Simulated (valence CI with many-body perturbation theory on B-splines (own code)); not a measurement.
The numbers below are computed, except where a source is named.
## Basis-set convergence for Ho34+

Level of theory: configuration interaction combined with many-body perturbation theory (CI+MBPT): five valence electrons over a frozen Dirac-Fock core [Ar] 3d10, radial functions for each j: 9 s, 9 p, 8 d, 6 f, 3 g, 1 h, with the one-electron correlation potential Σ1 (screened to all orders), the two-electron term Σ2, the three-electron term Σ3, Breit, model QED; selected single and double excitations, second order for the rest (own B-spline code, finite nucleus).

No measured spectrum was set against this ion. As an estimate, large intervals hold to a few tenths of a per cent, small ones and those within an open d or f shell to about a per cent. Among the levels kept, up to 780 cm⁻¹ of a level comes from second order outside the variational space, and about a tenth of that is noise between levels of different J, which matters for small intervals.

The reference run has the lowest level (4s^2 4p1/2^2 4p3/2) J=3/2 and an ionisation energy of 1444.32 eV. Its largest variational space holds 20000 state functions.

Levels are named by their leading jj configuration (3d3/2^4 stands for four electrons in 3d with j = 3/2), which in mixed levels can hold well under half, so a name can repeat and another be missing. Letters in brackets count levels of one name in rising energy.

Changed runs:
A. basis 6 s, 6 p, 5 d, 3 f, 1 g
B. basis 5 s, 5 p, 4 d, 2 f

Excitation energies of the reference run in cm⁻¹, and shifts in cm⁻¹:

| Level | Reference | A | B |
| --- | --- | --- | --- |
| (4s^2 4p1/2 4p3/2^2) J=3/2 | 406036 | -131 | -495 |
| (4s^2 4p1/2 4p3/2^2) J=5/2 | 443888 | +11 | +88 |
| (4s^2 4p1/2 4p3/2^2) J=1/2 | 491443 | +72 | +351 |
| (4s^2 4p3/2^3) J=3/2 | 903882 | -38 | -59 |
| (4s^2 4p1/2^2 4d3/2) J=3/2 | 1033350 | +89 | +541 |
| (4s 4p1/2^2 4p3/2^2) J=5/2 | 1037510 | -169 | -651 |
| (4s 4p1/2^2 4p3/2^2) J=1/2 | 1157250 | +12 | +88 |
| (4s 4p1/2^2 4p3/2^2) J=3/2 | 1180200 | +70 | +353 |
| (4s^2 4p1/2^2 4d5/2) J=5/2 | 1196210 | +224 | +1050 |
| (4s^2 4p1/2 4p3/2 4d3/2) J=3/2 [a] | 1436800 | -89 | -215 |
| (4s^2 4p1/2 4p3/2 4d3/2) J=5/2 [a] | 1443400 | +4.9 | +188 |
| (4s^2 4p1/2 4p3/2 4d3/2) J=1/2 [a] | 1445000 | -67 | -108 |
| Ionisation energy (eV) | 1444.32 | -0.049 | -0.18 |
